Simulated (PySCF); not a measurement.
# Correlation energy of Ru²⁺ (ruthenium, charge +2)

[Kr] 4d5 5s1, high-spin 7S determinant (an excited configuration). Calculation: PySCF 2.14, in aug-cc-pVDZ-PP with ECP28MDF (5s5p4d2f, 54 functions); scalar relativity through the core potential. Frozen: 4s2 4p6; 6 electrons correlated.

MP2 pair energies summed by pair of shells (mhartree):

| pair | energy | share (%) |
| --- | --- | --- |
| 4d-4d | -42.70 | 70.1 |
| 4d-5s | -18.17 | 29.9 |

Total MP2 correlation energy: -60.87 mhartree.

Same-spin part -60.87 and opposite-spin part 0.00 mhartree; SCS-MP2 scales them by 1/3 and 6/5 to -20.29 mhartree.
